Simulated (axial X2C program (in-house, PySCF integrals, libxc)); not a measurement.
## Ionising NaCa

Calculated with an in-house all-electron X2C program for linear molecules (integrals from PySCF), spin-free (one-electron X2C) or two-component (2c: spin–orbit coupling with atomic mean-field Coulomb and Gaunt terms, which also bring small scalar terms), in Dyall basis sets with cores contracted in-house; open shells are unrestricted.

Basis sets: Ca dyall-cv3z, Na dyall-cv3z. Frozen shells (counts by l): NaCa Ca 3s2p, Na 2s1p, 3 electrons correlated; NaCa⁺ Ca 3s2p, Na 2s1p, 2 electrons correlated. Where the outer core of a metal is frozen, bonds come out longer and ionisation energies lower.

```csv
Hamiltonian,level,NaCa state,Re (Å),ωe (cm⁻¹),De (eV)
spin-free,HF,"M_S = 1/2, Λ = 0",4.058,66.5,0.06
spin-free,PBE0,"M_S = 1/2, Λ = 0",3.673,110.8,0.29
spin-free,MP2,"M_S = 1/2, Λ = 0",3.800,89.0,0.04
2c,HF,Ω = 1/2,4.059,66.4,0.06
2c,PBE0,Ω = 1/2,3.673,110.8,0.29
2c,MP2,Ω = 1/2,3.801,88.9,0.04
```

Adiabatic ionisation energy (minimum to minimum, no zero-point term) and constants of NaCa⁺:

| Hamiltonian | level | NaCa⁺ state | IE (eV) | Re (Å) | ωe (cm⁻¹) | De (eV) | fragments |
| --- | --- | --- | --- | --- | --- | --- | --- |
| spin-free | HF | M_S = 0, Λ = 0 | 4.17 | 3.668 | 129.4 | 0.85 | Ca + Na+ |
| spin-free | PBE0 | M_S = 0, Λ = 0 | 4.54 | 3.523 | 139.8 | 1.05 | Ca + Na+ |
| spin-free | MP2 | M_S = 0, Λ = 0 | 4.15 | 3.653 | 129.9 | 0.85 | Ca + Na+ |
| 2c | HF | Ω = 0 | 4.17 | 3.668 | 129.3 | 0.85 | Ca + Na+ |
| 2c | PBE0 | Ω = 0 | 4.54 | 3.523 | 139.8 | 1.05 | Ca + Na+ |
| 2c | MP2 | Ω = 0 | 4.15 | 3.653 | 129.9 | 0.85 | Ca + Na+ |

Problem. Add the zero-point terms to the ionisation energy at MP2, 2c, and say whether the electron removed was bonding.

Solution. IE0 = IE + (ωe⁺ − ωe)/2 = 4.15 + (0.003) = 4.15 eV. Re changes by -0.148 Å, so the bond shortens, as on loss of an antibonding or a polarising non-bonding electron.

Problem. Close the cycle De(NaCa⁺) + IE(NaCa) = De(NaCa) + IE(Na) to find the atomic ionisation energy at MP2, 2c.

Solution. IE(Na) = 0.85 + 4.15 − 0.04 = 4.96 eV, for the determinants used.

Each entry is the lowest single determinant of a limited PBE0 search at one distance. De goes to single-determinant-based atoms at the same level (for ions the charge split of lowest energy) and is withheld (n/a) where an atom does not fit its ground term or J level. Main or longest-lived isotopes. One determinant is a doubtful description, or other states lie close, for NaCa; these need not be ground states, and all values refer to the states named.
